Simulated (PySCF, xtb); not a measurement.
Sn(Cl)(OH)3 (ClH3O3Sn), SMILES [OH][Sn]([OH])([OH])[Cl].

GFN2-xTB (xtb) at its own geometry gives an orbital gap of 4.30 eV and a dipole moment of 1.57 D.

Geometry: B3LYP-D3(BJ)/def2-SVP. The structure was generated by enumeration; whether it is a known compound was not checked. The def2 effective core potentials stand for the cores of Sn; spin–orbit coupling is left out. One conformer was computed; it need not be the lowest.

Problem. What does ωB97X/def2-TZVP (PySCF) give? (The exact figures need the calculation; the answer reports its results.)

Solution. gap 11.49 eV (levels -11.85 and -0.36 eV), dipole 0.99 D.
